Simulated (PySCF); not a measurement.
**Electronic structure of Sn⁺ (tin, charge +1) at the UHF level**

Configuration: [Kr] 4d10 5s2 5d1, 2D determinant (an excited configuration). Computed with PySCF 2.14 in aug-cc-pV5Z-PP with ECP28MDF, with a scalar-relativistic core potential.

```
Total energy                                                  : -212.805559 hartree
One-electron energy                                           : -366.9119 hartree
Hartree (Coulomb) energy                                      : 170.8932 hartree
Exchange energy                                               : -16.7868 hartree
⟨S²⟩                                                          : 0.7504
⟨L²⟩                                                          : 6.002
Sum of ⟨r⟩                                                    : 27.86 bohr
Sum of ⟨r²⟩                                                   : 64.58 bohr²
Traceless quadrupole moment −½Σ⟨3z² − r²⟩ along its main axis : 9.03 e·bohr²
Time after the integrals                                      : about 7 core-seconds
```

```json
{"shell": "4s α", "electrons": "1", "mean orbital energy (hartree)": "-6.28845", "spread (hartree)": "0", "rms radius, mean of both spins (bohr)": "0.879"}
{"shell": "4s β", "electrons": "1", "mean orbital energy (hartree)": "-6.28733", "spread (hartree)": "0", "rms radius, mean of both spins (bohr)": "0.879"}
{"shell": "4p α", "electrons": "3", "mean orbital energy (hartree)": "-4.47327", "spread (hartree)": "0.00073", "rms radius, mean of both spins (bohr)": "0.954"}
{"shell": "4p β", "electrons": "3", "mean orbital energy (hartree)": "-4.47192", "spread (hartree)": "0.00267", "rms radius, mean of both spins (bohr)": "0.954"}
{"shell": "4d α", "electrons": "5", "mean orbital energy (hartree)": "-1.73685", "spread (hartree)": "0.00399", "rms radius, mean of both spins (bohr)": "1.17"}
{"shell": "4d β", "electrons": "5", "mean orbital energy (hartree)": "-1.73557", "spread (hartree)": "0.00352", "rms radius, mean of both spins (bohr)": "1.17"}
{"shell": "5s α", "electrons": "1", "mean orbital energy (hartree)": "-0.85435", "spread (hartree)": "0", "rms radius, mean of both spins (bohr)": "2.45"}
{"shell": "5s β", "electrons": "1", "mean orbital energy (hartree)": "-0.84875", "spread (hartree)": "0", "rms radius, mean of both spins (bohr)": "2.45"}
{"shell": "5d α", "electrons": "1", "mean orbital energy (hartree)": "-0.22269", "spread (hartree)": "0", "rms radius, mean of both spins (bohr)": "5.65"}
```

Energies and moments cover only the electrons outside the core potential. The outer electron is Rydberg-like, and this basis confines it to a smaller radius and binds it less than a complete one would.
